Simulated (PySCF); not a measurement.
Ligands exchanged one at a time, Ga OH-H. Gas-phase values, no solvent. One relaxed conformer stands for each flexible species; it need not be the lowest. Strings in code marks are SMILES.

The S1 excitation (TDA) from two functionals at the same geometries (CAM-B3LYP-D3(BJ)/def2-TZVP), both in PySCF: PBE-D3(BJ)/def2-TZVP and CAM-B3LYP-D3(BJ)/def2-TZVP. Excitations are Tamm–Dancoff values on a coarser integration grid. The basis has no diffuse functions, so Rydberg states are missing or too high.

```csv
species,PBE-D3(BJ)/def2-TZVP (eV),CAM-B3LYP-D3(BJ)/def2-TZVP (eV)
0 of 3 OH replaced by H,5.41,6.54
1 of 3 OH replaced by H,5.99,6.91
2 of 3 OH replaced by H (`[OH][GaH2]`),5.33,5.86
```

Over these rows, drawn at random from the members with no instability flagged (it was tested for open shells, ions and some series alone), PBE minus CAM-B3LYP-D3(BJ): mean -0.86 eV, from -1.13 eV to -0.53 eV.
